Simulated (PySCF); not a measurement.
## Vibration and rotation of TlGa⁺

PBE constants of TlGa⁺, ²Σ⁺ (doublet), unpaired electrons σ ↑ (PySCF, scalar-relativistic core potentials, basis sets Tl def2-SVP with ECP60, Ga def2-SVP; masses 204.9744 and 68.9256 u):

- ωe: 66.2 cm⁻¹
- ωexe: 0.253 cm⁻¹
- Be: 0.026291 cm⁻¹
- αe: 0.000139 cm⁻¹
- D (centrifugal): 1.66e-08 cm⁻¹

Question: Give the vibrational terms G(v) and spacings up to v = 6.

Answer: G(v) = ωe(v+½) − ωexe(v+½)².

```
v  G(v) (cm⁻¹)  G(v) − G(v−1)  Bv (cm⁻¹)
0         33.0                   0.02622
1         98.7           65.7    0.02608
2        163.9           65.2    0.02594
3        228.6           64.7    0.02580
4        292.8           64.2    0.02567
5        356.4           63.7    0.02553
6        419.6           63.2    0.02539
```

These are scalar-relativistic numbers at best; spin–orbit coupling would shift them, the dissociation energy most. The state is the lowest determinant that a PBE0 search found; another state may lie lower at other levels.
